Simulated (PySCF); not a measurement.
2-methylidenefuran-3-one (C₅H₄O₂), SMILES C=C1OC=CC1=O.

The structure is a stationary point at B3LYP-D3(BJ)/def2-SVP.

Computed with PBE0/def2-TZVP run with PySCF.

Gas-phase values at a fixed geometry.

Problem. Estimate the frontier levels, gap, dipole moment and polarisability. (Estimate from the structure and the level; the computed values follow.)

Solution. 
```json
{
  "highest_occupied_level": "-7.28 eV",
  "lowest_empty_level": "-2.29 eV",
  "orbital_gap": "4.99 eV",
  "dipole_moment": "3.05 D",
  "quadrupole, principal values (traceless, Buckingham form, about the centre of nuclear charge)": "-9.38, -3.30, 12.68 D·Å",
  "mean_static_polarisability": "63.3 bohr³ (9.38 Å³)",
  "polarisability_principal_values": "35.8, 70.5, 83.6 bohr³"
}
```
